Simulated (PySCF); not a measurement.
Spectrum to structure. The calculation used TDDFT PBE0/def2-SVPD, vertical, gas phase, core orbitals frozen in the response (PySCF). Geometries: PBE0-D3(BJ)/def2-SVP, one conformer each.

| state | λ (nm) | f |
| --- | --- | --- |
| S1 | 494.5 | 0.0000 |
| S2 | 273.0 | 0.010 |
| S3 | 269.8 | 0.0046 |
| S4 | 222.7 | 0.241 |
| S5 | 219.3 | 0.022 |
| S6 | 199.3 | 0.0066 |

Question: Which candidate is it?
A. `C1CC[C@@H]2CCC[C@H]2C1`
B. `CC#C[C@@H]1CCC(=S)C1`
C. `CSc1ccnn1C1CC1`

Answer: B. Its S1, at 2.51 eV, is the lowest among the candidates; the nearest of the others has S1 at 5.04 eV. S1 is HOMO→LUMO (99%). S1 has the pattern of n→π* at C=S. At the same level the other candidates give, for their lowest levels:
- `CSc1ccnn1C1CC1`: 246 nm (f 0.004); 217 nm (f 0.188); 215 nm (f 0.014); 205 nm (f 0.002); 203 nm (f 0.033); T1 4.25 eV; HOMO -6.14, LUMO 0.19 eV
- `C1CC[C@@H]2CCC[C@H]2C1`: 157 nm (f 0.004); 155 nm (f 0.004); 151 nm (f 0.008); 150 nm (f 0.006); 149 nm (f 0.012); T1 7.74 eV; HOMO -8.09, LUMO 0.85 eV
Triplets come from the Tamm–Dancoff approximation.
